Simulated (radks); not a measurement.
Task: Charge is removed step by step from the 3d down level of the cobalt ion Co+, starting from [Ar] 3d(up 5, down 3). Code: a radial shooting solver on a logarithmic mesh with Libxc functionals. Model: non-relativistic Kohn-Sham, LDA (Slater exchange, Perdew-Wang correlation), spin-polarised, spherical densities, point nucleus. At the starting occupation the eigenvalue is -11.695 eV. Estimate the energy to remove one whole electron from this level, the eigenvalue at the end, and how far E(n) bends from a straight line.

Result: Delta-SCF 18.500 eV; final eigenvalue -25.881 eV; the deviation from the straight line is -1.776 eV at 0.5 electron removed, the largest on the grid computed. Slater's transition state (half an electron removed) gives 18.356 eV. Integrating minus the eigenvalue over the occupation (Janak's theorem) gives 18.500 eV. The mean slope of the eigenvalue, de/dn, is 14.2 eV per electron. Ionisation energy of Co+ in the NIST Atomic Spectra Database: 17.084 eV (measured).
